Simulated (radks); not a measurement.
The krypton ion Kr2+, configuration [Ar] 3d10 4s2 4p4. All-electron calculation, scalar-relativistic Kohn-Sham, AM05, spin-polarised, spherical densities, finite nucleus; open shells are filled with parallel spins first; Fermi nuclear charge, rms radius 4.1884 fm. Program: a radial shooting solver on a logarithmic mesh with Libxc functionals.

Local quantities along the radius. ELF = 1/(1 + alpha^2) is the electron localisation function; alpha = (tau - tau_W)/tau_unif compares the Pauli kinetic energy density with that of the uniform gas (summed over spins). tau is taken from the large components.

r (bohr),ELF,alpha
0.003535,1.000,0.02183
0.004603,0.999,0.02391
0.005994,0.999,0.02720
0.007805,0.999,0.03244
0.01016,0.998,0.04101
0.01323,0.997,0.05584
0.01723,0.993,0.08342
0.02244,0.981,0.1396
0.02922,0.934,0.2651
0.03804,0.763,0.5574
0.04954,0.442,1.123
0.06451,0.298,1.536
0.08399,0.439,1.129
0.1094,0.699,0.6558
0.1424,0.785,0.5231
0.1854,0.620,0.7833
0.2415,0.283,1.593
0.3144,0.368,1.311
0.4127,0.704,0.6478
0.5374,0.774,0.5401
0.6998,0.600,0.8172
0.9112,0.242,1.772
1.186,0.326,1.438
1.545,0.759,0.5635
2.012,0.810,0.4847
2.62,0.582,0.8480
3.411,0.149,2.390
4.441,0.008,10.89
5.783,0.000,90.31

On this mesh the ELF has minima near r = 0.065, 0.28, 1.0 bohr, which separate the shells, and maxima near 0.14 (0.79), 0.54 (0.77), 1.8 (0.82).
